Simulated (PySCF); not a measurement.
Fill in the blanks.

Species: C2H10OSi2.
InChI=1S/C2H10OSi2/c1-4-3-5-2/h4-5H2,1-2H3

Conformer (atom-mapped SMILES and torsion angles): `[CH3:1][SiH2:2][O:3][SiH2:4][CH3:5]`: C1–Si2–O3–Si4 2°, Si2–O3–Si4–C5 -2°.

| property | level | value |
| --- | --- | --- |
| point group of the GFN2-xTB geometry | GFN2-xTB | C2v |
| rotational constants A, B, C of the GFN2-xTB geometry | GFN2-xTB | ? |
| dipole moment | wB97X-D/def2-SVPD | 1.32 D |
| HOMO energy | wB97X-D/def2-SVPD | -10.06 eV |
| LUMO energy | wB97X-D/def2-SVPD | ? |
| lowest singlet excitation | TDDFT wB97X-D/def2-SVPD | ? |
| strongest line among the 8 lowest singlet transitions | TDDFT wB97X-D/def2-SVPD | ? |
| lowest triplet excitation (Tamm–Dancoff) | TDA wB97X-D/def2-SVPD | ? |
| static isotropic polarisability | wB97X-D/def2-SVPD | 78.4 au |
| electronic spatial extent ⟨r²⟩ about the centre of nuclear charge | wB97X-D/def2-SVPD | ? |

Electronic properties: PySCF, gas phase, density fitting.

Question: What is the lowest triplet excitation (Tamm–Dancoff)?

Answer: 7.36 eV.

Question: What is the strongest line among the 8 lowest singlet transitions?

Answer: S3 at 8.23 eV (151 nm, f = 0.071).

Question: What is the electronic spatial extent ⟨r²⟩ about the centre of nuclear charge?

Answer: 943 bohr².

Question: What are the rotational constants A, B, C of the GFN2-xTB geometry?

Answer: 5.117, 1.688, 1.330 GHz.

Question: What is the LUMO energy?

Answer: 2.07 eV.

Question: The lowest singlet excitation?

Answer: 7.64 eV (162 nm, f = 0.015).

The dipole matches unit charges of opposite sign 0.28 Å apart (1 e·Å = 4.8032 D). The vertical singlet–triplet gap S1 − T1 is 0.28 eV (TDDFT singlet less Tamm–Dancoff triplet; S1: HOMO−1→LUMO+1, weight 0.48, beside HOMO−1→LUMO, weight 0.43; T1: HOMO−1→LUMO+1, weight 0.51, beside HOMO−1→LUMO, weight 0.34). No computed singlet falls in the visible range (750 to 380 nm, 1.65 to 3.26 eV); S1 lies 4.38 eV above its blue end. With B = h/(8π²I), that is 505.379 GHz u Å² over I, the principal moments of inertia are 98.8, 299.4 and 380.0 u Å² (most abundant isotopes); the inertial defect Ic − Ia − Ib is -18.2 u Å² (zero for a rigid planar frame, negative otherwise). The principal polarisabilities are 70.3, 81.6 and 83.3 au; their mean is the isotropic value.

For the TDDFT job (wB97X-D/def2-SVPD), time: 21 s. Hardware: an x86-64 server with one thread, shared host.

One conformer stands for the species.
